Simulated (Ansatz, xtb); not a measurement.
Two isomers of C3H5ClO2S

We compare a, `C=C(C)S(=O)(=O)Cl`, a singlet, with b, `C/C=C/S(=O)(=O)Cl`, a singlet. Both are isolated molecules in the gas phase, relaxed with B3LYP/def2-SVP; the shapes shown needn't be the lowest conformers.

a (Å):

```json
{"atom": "C", "x (Å)": "-1.8142", "y (Å)": "0.2769", "z (Å)": "-0.6536"}
{"atom": "C", "x (Å)": "-0.4840", "y (Å)": "0.3801", "z (Å)": "-0.6571"}
{"atom": "C", "x (Å)": "0.4983", "y (Å)": "0.0240", "z (Å)": "0.4138"}
{"atom": "Cl", "x (Å)": "1.1905", "y (Å)": "-0.6601", "z (Å)": "-2.9517"}
{"atom": "O", "x (Å)": "-0.7816", "y (Å)": "1.4918", "z (Å)": "-3.0973"}
{"atom": "O", "x (Å)": "1.3224", "y (Å)": "1.9965", "z (Å)": "-1.7534"}
{"atom": "S", "x (Å)": "0.2469", "y (Å)": "1.0963", "z (Å)": "-2.1467"}
{"atom": "H", "x (Å)": "-2.4128", "y (Å)": "0.5772", "z (Å)": "-1.5159"}
{"atom": "H", "x (Å)": "-2.3302", "y (Å)": "-0.1137", "z (Å)": "0.2283"}
{"atom": "H", "x (Å)": "1.2216", "y (Å)": "-0.7211", "z (Å)": "0.0464"}
{"atom": "H", "x (Å)": "1.0682", "y (Å)": "0.9105", "z (Å)": "0.7318"}
{"atom": "H", "x (Å)": "-0.0313", "y (Å)": "-0.3960", "z (Å)": "1.2808"}
```

b (Å):

| atom | x (Å) | y (Å) | z (Å) |
| --- | --- | --- | --- |
| C | -2.0076 | 0.6213 | 0.1074 |
| C | -0.5634 | 0.6375 | -0.2741 |
| C | -0.0877 | 0.2922 | -1.4741 |
| Cl | 2.1266 | -1.6708 | -1.9509 |
| O | 1.8349 | 0.9642 | -3.1453 |
| O | 2.3573 | 0.9344 | -0.6503 |
| S | 1.6480 | 0.4147 | -1.8114 |
| H | -2.3289 | 1.6272 | 0.4272 |
| H | -2.1618 | -0.0445 | 0.9740 |
| H | -2.6567 | 0.2874 | -0.7145 |
| H | 0.1583 | 0.9569 | 0.4871 |
| H | -0.6691 | -0.0507 | -2.3333 |

Energies in hartree; the thermal terms are from GFN2-xTB frequencies at re-optimised GFN2-xTB minima (ideal gas, soft modes damped towards free rotors, one conformer each, 298.15 K, 1 atm) and include the zero-point energy:

|  | a | b |
| --- | --- | --- |
| E, CCSD(T)/def2-SVP | −1123.812984 | −1123.809731 |
| E, MP2/def2-SVP | −1123.731135 | −1123.727374 |
| E, MP2/def2-TZVPP | −1124.694037 | −1124.692212 |
| zero-point energy | 0.078910 | 0.079056 |
| H(298 K) − E | 0.088371 | 0.088534 |
| G(298 K) − E | 0.045307 | 0.045191 |

Problem. Correct the CCSD(T) difference for the basis set by the MP2 change, then work out ΔE, ΔE₀, ΔH and ΔG for a → b in kJ/mol (1 Eh = 2625.50 kJ/mol) and the equilibrium ratio [b]/[a].

Solution. 1. Differences b − a: CCSD(T) +0.003253, MP2 in the small set +0.003761, MP2 in the large set +0.001825 Eh.
2. ΔE = +0.003253 + (+0.001825 − (+0.003761)) = +0.001317 Eh = +3.46 kJ/mol.
3. ΔE₀ = ΔE + ΔZPE = +0.001317 + (+0.000146) Eh = +3.84 kJ/mol.
4. ΔH = ΔE + (+0.000163) Eh = +3.89 kJ/mol.
5. ΔG = ΔE + (−0.000116) Eh = +3.15 kJ/mol, so ΔS = (ΔH − ΔG)/T = +2.5 J/(mol K).
6. kT = 0.9442 mEh, so K = [b]/[a] = exp(−ΔG/kT) = exp(−1.27) ≈ 0.28.

The two are too close for this level to say which is favoured. An error of 4 kJ/mol in ΔG would change K by a factor of 5. Mirror images and further conformers aren't counted.

As drawn, both hold the same kinds of bond in the same numbers.

Other levels gave ΔE = +12.7 (GFN2-xTB); −1.3 (HF/STO-3G, GFN2-xTB geometries); +5.1 (r2SCAN-D4/def2-SVP, GFN2-xTB geometries); +2.3 (B3LYP/def2-SVP); −2.7 (HF/def2-SVP); +9.9 (MP2/def2-SVP); +8.5 (CCSD(T)/def2-SVP) kJ/mol. The correlated steps freeze 15 core orbitals. Programs: Ansatz 0.2.0, xtb 6.7.1.
